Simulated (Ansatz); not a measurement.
Calculation: PBE-D3(BJ)/def2-TZVP run with Ansatz (an electronic-structure program). No frequencies were computed at this level.

Ansatz 0.2 input:
```yaml
crystal:
  periodic: [false, false, false]
  atoms:
    - { symbol: C, position_ang: [1.37946, -0.009212, 0.087506] }
    - { symbol: C, position_ang: [0.134695, 0.353478, -0.495142] }
    - { symbol: C, position_ang: [-1.101878, -0.181148, 0.193688] }
    - { symbol: O, position_ang: [0.06495, 1.063429, -1.497034] }
    - { symbol: H, position_ang: [1.430106, -0.629849, 0.963934] }
    - { symbol: H, position_ang: [2.295507, 0.34283, -0.353608] }
    - { symbol: H, position_ang: [-1.146733, 0.195083, 1.213795] }
    - { symbol: H, position_ang: [-1.990848, 0.133114, -0.34558] }
    - { symbol: H, position_ang: [-1.065257, -1.267725, 0.232442] }
basis:
  gaussian: { orbitals: def2-tzvp }
hamiltonian:
  xc: pbe
  dispersion: d3bj
relax:
  max_steps: 150
magnetization:
  spin_polarized: true
  initial_magnetization: 1
```

Output:

```
Functional definition: PBE
911 factors; their error is unknown
mean field evaluation 1: about -5223.4064 eV, gradient 4.8e1 eV
mean field evaluation 2: about -5203.8102 eV, gradient 7.7e1 eV
mean field evaluation 4: about -5233.4096 eV, gradient 5.2e0 eV
mean field evaluation 8: about -5233.5870 eV, gradient 1.7e-1 eV
mean field evaluation 16: about -5233.5511 eV, gradient 7.1e-4 eV
mean field -5233.55112980 eV, -192.3294565918 hartree, gradient 3.2e-5 eV, S^2 0.757242; 3 other end points of the search recorded, 0 dependent functions left out
reference -5233.55116535 eV, -192.3294578981 hartree; 16, 15 occupied and 138, 139 virtual orbitals, 911 factors
relax step   1: F+E_penalty+E_count = -5233.69778194 eV  Δ(F+E_penalty+E_count) = +0.000e0 eV  max|allowed force component| = 7.436e-1 eV/Å  Δτ_max = 0.0000 Å  (68 SCF iters, accepted)
these checks for a lower state are left out or cut short: starts, cluster_reference, orbital_swaps, neighbouring_geometries, increment
911 factors; their error is unknown
mean field evaluation 32: about -5233.6194 eV, gradient 6.9e-3 eV
mean field -5233.58331732 eV, -192.3306394613 hartree, gradient 2.6e-5 eV, S^2 0.757553; 0 other end points of the search recorded, 0 dependent functions left out
reference -5233.58335307 eV, -192.3306407752 hartree; 16, 15 occupied and 138, 139 virtual orbitals, 911 factors
relax step   2: F+E_penalty+E_count = -5233.72901265 eV  Δ(F+E_penalty+E_count) = -3.123e-2 eV  max|allowed force component| = 2.373e-1 eV/Å  Δτ_max = 0.0329 Å  (34 SCF iters, accepted)
these checks for a lower state are left out or cut short: starts, cluster_reference, orbital_swaps, neighbouring_geometries, increment
911 factors; their error is unknown
mean field -5233.58743118 eV, -192.3307906428 hartree, gradient 2.4e-5 eV, S^2 0.757668; 0 other end points of the search recorded, 0 dependent functions left out
reference -5233.58746705 eV, -192.3307919610 hartree; 16, 15 occupied and 138, 139 virtual orbitals, 911 factors
relax step   3: F+E_penalty+E_count = -5233.73268396 eV  Δ(F+E_penalty+E_count) = -3.671e-3 eV  max|allowed force component| = 5.185e-2 eV/Å  Δτ_max = 0.0221 Å  (36 SCF iters, accepted)
these checks for a lower state are left out or cut short: starts, cluster_reference, orbital_swaps, neighbouring_geometries, increment
911 factors; their error is unknown
mean field -5233.58773685 eV, -192.3308018760 hartree, gradient 1.8e-5 eV, S^2 0.757674; 0 other end points of the search recorded, 0 dependent functions left out
reference -5233.58777272 eV, -192.3308031943 hartree; 16, 15 occupied and 138, 139 virtual orbitals, 911 factors
relax step   4: F+E_penalty+E_count = -5233.73296295 eV  Δ(F+E_penalty+E_count) = -2.790e-4 eV  max|allowed force component| = 2.306e-2 eV/Å  Δτ_max = 0.0098 Å  (37 SCF iters, accepted)
these checks for a lower state are left out or cut short: starts, cluster_reference, orbital_swaps, neighbouring_geometries, increment
911 factors; their error is unknown
mean field -5233.58779951 eV, -192.3308041787 hartree, gradient 1.4e-5 eV, S^2 0.757675; 0 other end points of the search recorded, 0 dependent functions left out
reference -5233.58783538 eV, -192.3308054969 hartree; 16, 15 occupied and 138, 139 virtual orbitals, 911 factors
relax step   5: F+E_penalty+E_count = -5233.73302855 eV  Δ(F+E_penalty+E_count) = -6.560e-5 eV  max|allowed force component| = 7.730e-3 eV/Å  Δτ_max = 0.0027 Å  (36 SCF iters, accepted)
911 factors; their error is unknown
mean field evaluation 64: about -5233.5878 eV, gradient 1.4e-5 eV
mean field -5233.58779951 eV, -192.3308041787 hartree, gradient 1.4e-5 eV, S^2 0.757675; 4 other end points of the search recorded, 0 dependent functions left out
reference -5233.58783538 eV, -192.3308054969 hartree; 16, 15 occupied and 138, 139 virtual orbitals, 911 factors
Total energy: -5233.73306442 eV, -192.3361425658 hartree
Atom 0 at     1.407658    -0.009587     0.090568 Å, force    -0.003391     0.001855     0.000301 eV/Å
Atom 1 at     0.133522     0.343535    -0.481743 Å, force     0.002824    -0.000871    -0.001960 eV/Å
Atom 2 at    -1.122387    -0.180782     0.190911 Å, force    -0.003023     0.004136     0.001762 eV/Å
Atom 3 at     0.076696     1.059746    -1.495293 Å, force    -0.001210    -0.000410    -0.001566 eV/Å
Atom 4 at     1.491053    -0.636103     0.980280 Å, force    -0.001236    -0.000909    -0.000052 eV/Å
Atom 5 at     2.313871     0.366126    -0.384318 Å, force     0.003519    -0.000897    -0.001335 eV/Å
Atom 6 at    -1.185370     0.187110     1.226739 Å, force    -0.002570    -0.007730     0.002427 eV/Å
Atom 7 at    -2.005217     0.150365    -0.366321 Å, force    -0.000504     0.003983    -0.004263 eV/Å
Atom 8 at    -1.109825    -1.280410     0.239179 Å, force     0.005590     0.000845     0.004685 eV/Å
Dipole moment:     0.078468    -0.351871     0.503855 e Å
```

Cost: about 30 core-seconds (a rough figure).
